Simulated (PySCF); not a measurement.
Radial density of Sc³⁺ (scandium, charge +3)

UHF, [Ar], closed-shell 1S. Calculation: PySCF 2.14, in aug-cc-pVTZ with one added diffuse shell each of s, p, d, f, g type (9s8p6d4f3g, 118 functions); no relativity, point nucleus.

```csv
r (bohr),4πr²ρ (e/bohr)
0.00131,0.1258
0.00220,0.3428
0.00370,0.9108
0.00622,2.318
0.0105,5.489
0.0176,11.52
0.0296,19.81
0.0498,24.75
0.0838,20.69
0.141,19.38
0.237,26.37
0.399,14.82
0.671,6.900
1.13,7.665
1.90,1.341
3.19,0.01809
```
